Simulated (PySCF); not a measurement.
## Ga²⁺ (gallium, charge +2) across methods

[Ar] 3d10 4s1, 2S determinant. Computed with PySCF 2.14 in aug-cc-pVTZ-PP with one added diffuse shell each of s, d, f type with ECP10MDF (7s5p5d3f, 68 functions), with a scalar-relativistic core potential. The B2PLYP total includes its PT2 part (frozen core); its orbital energies are those of the SCF part.

| method | E (hartree) | mean ε 3d α (eV) | mean ε 3d β (eV) | mean ε 4s α (eV) | Σ⟨r²⟩ (bohr²) | ⟨S²⟩ |
| --- | --- | --- | --- | --- | --- | --- |
| B2PLYP | -258.1127 | -46.472 | -46.286 | -28.468 | 17.20 | 0.750 |
| BP86 | -258.6003 | -40.085 | -39.843 | -26.759 | 17.17 | 0.751 |
| PBE | -258.4802 | -39.963 | -39.708 | -26.574 | 17.23 | 0.750 |
| PBE0 | -258.4461 | -43.198 | -42.970 | -27.513 | 17.19 | 0.750 |
| r2SCAN | -258.3658 | -40.182 | -39.929 | -27.029 | 17.16 | 0.751 |
| UHF | -257.40973 | -51.860 | -51.703 | -29.739 | 17.25 | 0.750 |
| wB97X-V | -258.4515 | -45.587 | -45.410 | -29.710 | 17.22 | 0.750 |
| CAM-B3LYP | -258.4427 | -44.680 | -44.481 | -29.145 | 17.21 | 0.750 |
| LDA | -258.0342 | -40.109 | -39.868 | -26.970 | 17.23 | 0.750 |

Energies and moments cover only the electrons outside the core potential.
